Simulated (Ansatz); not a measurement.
A nudged elastic band was laid between two geometries of ClF3H3OW (9 atoms, charge 0, multiplicity 2).

The calculation used UKS PBE/def2-SVP (Ansatz 0.2.0).

| Property | Result |
| --- | --- |
| movable images | 9 |
| climbing image | yes |
| spring | 5.0 eV/Å² |
| optimiser | quadratic models (default) |
| start path | through a guess of the saddle point |
| force threshold | 0.03 eV/Å |
| iteration limit | 60 |
| end points | relaxed |

Image 0:

```xyz
9
Properties=species:S:1:pos:R:3
W 0.008 -0.254 0.596
H -0.343 -1.750 1.489
F 1.861 -0.037 0.514
Cl -0.307 2.143 0.646
F -1.824 -0.429 0.233
F 0.331 -1.704 -0.593
H -0.096 0.591 -0.984
O -0.054 0.116 2.483
H -0.090 1.062 2.763
```

Image 10:

```xyz
9
Properties=species:S:1:pos:R:3
W -0.071 0.082 0.026
H -0.140 0.308 2.983
F 1.738 0.306 0.409
Cl -0.489 2.323 0.557
F -1.885 -0.276 -0.094
F 0.269 -1.798 -0.139
H 0.133 0.413 -1.628
O -0.257 -0.414 2.335
H 0.189 -1.205 2.698
```

Which bonds break or form, and what moves?

Bonds broken: W1–H2. Bonds formed: H2–O8.

Give the energies along the band, and the barrier.

It converged. The highest image is number 1 of 0 to 10, 0.298 eV above the first end and 2.160 eV above the last; the last end lies 1.862 eV below the first. The profile has 2 maxima (images 1, 7) with wells between them (image 4): this band takes more than one step, which may be the mechanism or a detour left from its start path. Neighbouring images differ by up to 1.5 eV, so the band resolves the path poorly. A vibrational analysis at the climbing image gives one clearly imaginary mode, 226i cm⁻¹: a first-order saddle point.

| image | path coordinate (Å) | energy (eV) | W1–H2 (Å) | H2–O8 (Å) |
| --- | --- | --- | --- | --- |
| 0 | 0.00 | 0.000 | 1.78 | 2.13 |
| 1 | 1.59 | 0.298 | 1.85 | 1.76 |
| 2 | 2.40 | -1.182 | 2.34 | 1.00 |
| 3 | 3.22 | -1.762 | 2.86 | 0.98 |
| 4 | 4.03 | -1.861 | 3.01 | 0.98 |
| 5 | 4.84 | -1.840 | 2.96 | 0.98 |
| 6 | 5.66 | -1.824 | 3.01 | 0.98 |
| 7 | 6.47 | -1.823 | 3.00 | 0.98 |
| 8 | 7.29 | -1.837 | 2.96 | 0.98 |
| 9 | 8.10 | -1.859 | 3.01 | 0.98 |
| 10 | 8.92 | -1.862 | 2.97 | 0.98 |

What is the geometry of the highest image?


```xyz
9
Properties=species:S:1:pos:R:3:forces:R:3
W 0.135 -0.061 0.424 0.00 -0.01 0.02
H 0.071 -1.366 1.738 0.00 0.00 -0.01
F 2.003 -0.116 0.464 0.00 0.00 0.00
Cl 0.228 2.270 0.395 0.00 0.00 0.00
F -1.723 -0.423 0.645 0.00 0.00 0.00
F 0.305 -1.601 -0.654 0.00 0.00 0.00
H -0.579 0.425 -1.050 0.00 0.00 -0.01
O -0.023 0.254 2.413 0.00 0.02 0.00
H -0.932 0.357 2.773 0.00 0.00 0.00
```

Run time: 11 min on 4 threads of Intel(R) Xeon(R) Platinum 8488C (Sapphire Rapids), on a shared host, peak memory 0.36 GiB.
